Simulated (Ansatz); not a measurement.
`[Cl][Ga]([Br])[Br]` + `BrC(Br)Br` → `[Br][Ga]([Br])[Br]` + `ClC(Br)Br` at 298.15 K and 1 bar (formal exchange of groups at a Ga–Cl bond).

Calculated with Ansatz (gas phase, PBE0-D4/def2-TZVP geometries, no zero-point term in ΔE). CCSD(T)/CBS is the MP2 limit (def2-TZVPP, def2-QZVPP) plus CCSD(T) − MP2 in def2-TZVPP, frozen cores. For Br, Ga outer-core shells are correlated without core-valence functions, which leaves a few kJ/mol of doubt a bond. Scalar relativity is left out up to krypton.

| species | CCSD(T)/CBS energy (Eh) | H − E (kJ/mol) | S (J/(mol·K)) |
| --- | --- | --- | --- |
| `[Cl][Ga]([Br])[Br]` | -7530.52317 | 26.7 | 358.0 |
| `BrC(Br)Br` | -7758.59084 | 63.6 | 330.6 |
| `[Br][Ga]([Br])[Br]` | -9644.06608 | 26.3 | 360.4 |
| `ClC(Br)Br` | -5645.05041 | 64.6 | 328.0 |

H − E and S are ideal-gas, rigid-rotor, harmonic terms from PBE0-D4/def2-TZVP. 1 Eh = 2625.50 kJ/mol, R = 8.31446 J/(mol·K).

Task: By hand: ΔE, ΔH, ΔS and ΔG.

Result: ΔE = (-9644.06608) + (-5645.05041) − (-7530.52317) − (-7758.59084) = -0.00248 Eh = -6.5 kJ/mol. Δ(H − E) = 26.3 + 64.6 − 26.7 − 63.6 = 0.6, so ΔH = -5.9 kJ/mol. ΔS = 360.4 + 328.0 − 358.0 − 330.6 = -0.2 J/(mol·K). ΔG = -5.9 − 298.15 × (-0.2)/1000 = -5.8 kJ/mol.

Task: By hand: the equilibrium constant, and the temperature at which ΔG would vanish if ΔH and ΔS stayed fixed.

Result: log₁₀ K = −ΔG/(RT ln 10) = 1.0. ΔG = 0 at ΔH/ΔS = 29500 K, far beyond where these terms or the molecules hold.

The number of gas molecules stays the same, so ΔS is small and ΔH decides. The sign of ΔG lies within the doubt. A doubt of 5 kJ/mol in ΔE shifts log₁₀ K by 0.9 here. These are equilibria of isolated gas molecules and say nothing of rates. Largest T1 diagnostic: 0.009 (customary marks: 0.02 for closed shells, 0.045 for open ones).
